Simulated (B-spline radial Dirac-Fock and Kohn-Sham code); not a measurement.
Tm⁴⁹⁺: scattering cross sections and density moments

System: thulium as Tm⁴⁹⁺, [Ar] 3d2.

Method: Dirac-Fock densities. Computed with a radial finite-basis atomic code.

- Sum of ⟨r⟩: 2.651 bohr
- Sum of ⟨r²⟩: 0.5198 bohr²
- Sum of ⟨1/r⟩: 370.99 per bohr
- Langevin diamagnetic susceptibility: -0.412 × 10⁻⁶ cm³/mol
- Lamb shielding (α²/3)Σ⟨1/r⟩: 6585 ppm

Coherent scattering is the Thomson cross section weighted by f₀², without anomalous dispersion; incoherent scattering is Klein-Nishina weighted by S. The Lamb formula is the non-relativistic shielding expression. Electron correlation is left out. A dash stands where the photon energy is too low for the impulse approximation behind that column.

```tsv
hν (keV)	coherent (b)	incoherent (b)	incoherent per electron (b)
1	265.8	–	–
5	258.0	–	–
17.4793	191.0	–	–
20	175.4	2.206	0.110
100	26.15	6.764	0.338
200	8.310	6.823	0.341
500	1.579	5.467	0.273
1000	0.4158	4.130	0.207
```

Incoherent scattering overtakes coherent scattering between 200 and 500 keV.
